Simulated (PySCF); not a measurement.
# Computed data sheet: `C=CCC[O][GeH3]`

Species: C₄H₁₀GeO.
Atom-mapped SMILES: `[CH2:1]=[CH:2][CH2:3][CH2:4][O:5][GeH3:6]` (hydrogens: H7, H8 on C1; H9 on C2; H10, H11 on C3; H12, H13 on C4; H14, H15, H16 on Ge6)

Cartesian coordinates in Å at the PBE0-D3(BJ)/def2-SVP level; atoms count from 1:
```xyz
16
C4H10GeO angstrom
C      3.3804   -0.5977    0.3121
C      2.3052    0.1417    0.5873
C      1.1630    0.3874   -0.3449
C     -0.1551   -0.1535    0.1886
O     -1.1841    0.1989   -0.6956
Ge    -2.8423   -0.3949   -0.4157
H      3.5037   -1.0835   -0.6616
H      4.1801   -0.7404    1.0438
H      2.2273    0.6084    1.5786
H      1.0302    1.4715   -0.5072
H      1.3592   -0.0633   -1.3306
H     -0.0756   -1.2539    0.3053
H     -0.3394    0.2587    1.2031
H     -3.3505    0.1358    0.9417
H     -2.8279   -1.9381   -0.4054
H     -3.6583    0.1632   -1.5866
```

From PBE0-D3(BJ)/def2-SVP geometry optimisation, gas phase (PySCF):

* Point group: C1
* Rotational constants A, B, C: 12.894, 0.637, 0.631 GHz

wB97X-D/def2-SVPD ground state, ΔSCF and vertical TDDFT (core frozen in the response) (PySCF):

- Dipole moment: 1.13 D
- HOMO energy: -9.32 eV
- LUMO energy: 1.76 eV
- HOMO–LUMO gap: 11.08 eV
- Lowest singlet excitation: 6.77 eV (183 nm, f = 0.000)
- Strongest line among the 10 lowest singlet transitions: S2 at 7.40 eV (168 nm, f = 0.525)
- Lowest triplet excitation (Tamm–Dancoff): 4.49 eV
- Static isotropic polarisability: 86.1 au
- Vertical ionisation energy: 9.60 eV
- Electronic spatial extent ⟨r²⟩ about the centre of nuclear charge: 1683 bohr²

From PBE0/pcSseg-1 ground state and GIAO shieldings, non-relativistic (PySCF):

* Lowest Hirshfeld atomic charge: -0.24 e on O5
* Highest Hirshfeld atomic charge: +0.39 e on Ge6
* 13C chemical shifts (computed TMS as zero) by class: 143.4 (C2), 125.2 (C1), 70.6 (C4), 42.9 (C3) ppm
* 1H chemical shifts (computed TMS as zero) by class: 5.89 (H9), 5.46 (H7), 5.31 (H8), 4.95 (H14/H15/H16), 3.43 (H12/H13), 2.37 (H10/H11) ppm
* Isotropic shieldings of nuclei other than C and H, by class: 317 (O5), 1406 (Ge6) ppm
* Mayer bond orders between heavy atoms: C1–C2 1.98, C2–C3 1.02, C3–C4 1.02, C4–O5 0.90, O5–Ge6 0.82

B3LYP/pcJ-1 Ge:pcSseg-1 indirect spin-spin coupling, non-relativistic, gas phase; spin–dipole term left out (PySCF):

* Largest of the computed one-bond spin–spin couplings (means over like bonds): 13C–1H +168.2 (C1–H8), 13C–1H +164.3 (C1–H7), 13C–1H +157.0 (C2–H9), 13C–1H +143.5 (C4–H12 and 1 like it), 13C–1H +134.8 (C3–H10 and 1 like it), 13C–13C +76.9 (C1–C2), 13C–13C +45.0 (C2–C3), 13C–13C +40.7 (C3–C4) Hz

**delta-SCF UKS SCAN, pcX-2 on the ionised atom, pcseg-1 elsewhere, spin-free X2C (PySCF)**

- Core binding energies: C1s 290.1 (C1), C1s 290.5 (C2), C1s 290.6 (C3), C1s 291.9 (C4), O1s 537.5 (O5) eV

Monoisotopic mass from the formula: 147.9943 u.

The polarisability is 12.76 Å³ as a volume (1 au = 0.148185 Å³), or 1.16 au for each of the 74 electrons. The rotational constants make it an asymmetric top with κ = (2B − A − C)/(A − C) = -1.00, nearer the prolate limit (−1). The dipole equals about 3.8 × 10⁻³⁰ C·m (1 D = 3.33564 × 10⁻³⁰ C·m). The largest Löwdin shares of the HOMO are 0.37 on C1, 0.33 on C2, 0.09 on C3 and 0.05 on C4. The vertical singlet–triplet gap S1 − T1 is 2.28 eV (TDDFT singlet less Tamm–Dancoff triplet). S1 lies 4.31 eV below the HOMO–LUMO gap; its leading configuration is HOMO−1→LUMO+1, weight 0.45, beside HOMO−1→LUMO, weight 0.45. The principal polarisabilities are 72.8, 76.4 and 109.1 au; their mean is the isotropic value.

 The calculation (core ionisation apart) is non-relativistic and has no spin–orbit coupling, an omission that weighs most on germanium. Atoms bound to Ge lack the heavy atom's spin–orbit term in their shielding, so their NMR values are less reliable. NMR classes are plain means over equivalent atoms (diastereotopic ones count apart unless rotation or inversion swaps them), as if these changed places fast; in this geometry the members of some classes differ.

One conformer stands for the species.
